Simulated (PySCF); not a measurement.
Fractional electron number in Sc+ (scandium, charge +1)

The 4s alpha orbital of [Ar] 3d1 4s1 is emptied in steps (occupation f), with all orbitals relaxed, ending at [Ar] 3d1. All numbers are calculated (PySCF 2.14, the non-relativistic Hamiltonian (point nucleus), in aug-cc-pVDZ (7s6p4d2f, 59 functions)). The exact energy is a straight line in f; departures are measured from the line between the end points of the same method.

```tsv
f	UHF (eV)
1	0.000
0.75	0.013
0.5	0.016
0.25	0.012
0	0.000
```

Task: For UHF, how does the orbital energy at f = 1 compare with the removal energy?

Result: −ε = 12.236 eV against a total-energy difference of 12.166 eV. By Janak's theorem ε = ∂E/∂f, so the gap between them reflects the curvature. Along the path −ε is 12.198 (f = 0.75), 12.164 (f = 0.5), 12.134 (f = 0.25) eV.

Reference removal energy between the ground levels: 12.800 eV (measured; NIST Atomic Spectra Database, ionization energies). The calculation has no spin-orbit coupling. UHF lacks correlation.
